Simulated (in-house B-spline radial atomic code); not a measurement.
A fraction x of an electron is moved 3p → 3d in the chromium ion Cr⁵⁺, starting from [Ar] 3d1 and keeping the highest spin. All numbers are computed (scalar-relativistic (X2C) HSE06, spin-polarised, spherical fractional occupations; Fermi nucleus of rms radius 3.6452 fm) with a B-spline radial code for spherical atoms, not measured.

Caution: exact exchange at fractional occupations of open shells leaves self-interaction of up to several eV.

```json
{"x": "0", "E(x) - E(0) (eV)": "0.0000", "3p down level (eV)": "-127.372", "3d up level (eV)": "-78.255"}
{"x": "0.125", "E(x) - E(0) (eV)": "6.0937", "3p down level (eV)": "-126.997", "3d up level (eV)": "-78.615"}
{"x": "0.25", "E(x) - E(0) (eV)": "?", "3p down level (eV)": "?", "3d up level (eV)": "?"}
{"x": "0.375", "E(x) - E(0) (eV)": "?", "3p down level (eV)": "?", "3d up level (eV)": "?"}
{"x": "0.5", "E(x) - E(0) (eV)": "23.8216", "3p down level (eV)": "-125.829", "3d up level (eV)": "-79.667"}
{"x": "0.625", "E(x) - E(0) (eV)": "29.5457", "3p down level (eV)": "-125.424", "3d up level (eV)": "-80.007"}
{"x": "0.75", "E(x) - E(0) (eV)": "35.1762", "3p down level (eV)": "-125.012", "3d up level (eV)": "-80.343"}
{"x": "0.875", "E(x) - E(0) (eV)": "40.7133", "3p down level (eV)": "-124.592", "3d up level (eV)": "-80.675"}
{"x": "1", "E(x) - E(0) (eV)": "46.1560", "3p down level (eV)": "-124.164", "3d up level (eV)": "-81.001"}
```

Task: What belongs in the row x = 0.25?

Result: An energy change of 12.0955 eV; 3p down at -126.615 eV, 3d up at -78.971 eV.

Task: What belongs in the row x = 0.375?

Result: An energy change of 18.0049 eV; 3p down at -126.226 eV, 3d up at -79.321 eV.

Task: Check Janak's theorem between x = 0.5 and 0.625.

Result: The slope of the energy is 45.79 eV; the orbital levels give 45.79 eV (ε of the receiving orbital less ε of the emptying one, averaged over the two points).
